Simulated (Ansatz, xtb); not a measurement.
GeINSi: 3 structures ranked

3 gas-phase structures of GeINSi, found in a search over its isomers (lower ones may exist). Each was relaxed with GFN2-xTB:

A. a singlet given by its coordinates
B. `N#[Si][Ge][I]`, a singlet
C. a singlet given by its coordinates

C (Å):

```xyz
4

Ge   -0.6391   -1.0177   -2.3141
I    -1.3519   -1.9708    0.0246
N    -0.2001   -2.5421   -3.1303
Si    0.1144   -3.9983   -3.7365
```

Close contacts (Å): Ge1–I2 2.62, Ge1–N3 1.78, N3–Si4 1.61.

A (Å):

```
atom    x (Å)    y (Å)    z (Å)
  Ge  -0.0179  -2.7214  -0.4178
   I  -1.9737  -1.7104   3.7036
   N  -1.3011  -2.6740   0.6222
  Si  -2.7681  -2.6395   1.4810
```

Close contacts (Å): Ge1–N3 1.65, I2–Si4 2.54, N3–Si4 1.70.

**Question.** Make a reasoned guess at their ranking by r2SCAN-D4/def2-SVP single-point energy.

**Answer.** Calculated order at r2SCAN-D4/def2-SVP: C (0.0), A (17.8), B (280.8) kJ/mol.

Energies above the lowest of each column, in kJ/mol; the last columns are at PBE0-D3(BJ)/def2-SVP geometries and were run for some of them only (a dash: not run or not comparable):

```json
{"structure": "C", "GFN2-xTB": "0.0", "HF/STO-3G": "25.8", "r2SCAN-D4/def2-SVP": "0.0", "PBE0-D3(BJ)/def2-SVP": "0.0", "CCSD(T)/def2-SVP + ΔMP2/def2-TZVPP": "0.0"}
{"structure": "A", "GFN2-xTB": "75.7", "HF/STO-3G": "0.0", "r2SCAN-D4/def2-SVP": "17.8", "PBE0-D3(BJ)/def2-SVP": "19.7", "CCSD(T)/def2-SVP + ΔMP2/def2-TZVPP": "20.2"}
{"structure": "B", "GFN2-xTB": "174.2", "HF/STO-3G": "457.2", "r2SCAN-D4/def2-SVP": "280.8", "PBE0-D3(BJ)/def2-SVP": "–", "CCSD(T)/def2-SVP + ΔMP2/def2-TZVPP": "–"}
```

CCSD(T)/def2-SVP + ΔMP2/def2-TZVPP puts C lowest of those it was run on; HF/STO-3G picks A. Some further structures that were screened fall inside this span and aren't listed. Frequencies (PBE0-D3(BJ)/def2-SVP) were run for A, C alone. Atoms past krypton carry core potentials in the def2 sets, without spin–orbit terms. ΔMP2 is the change of the MP2 energy from the smaller to the larger basis.

Programs: Ansatz 0.2.0, xtb 6.7.1.
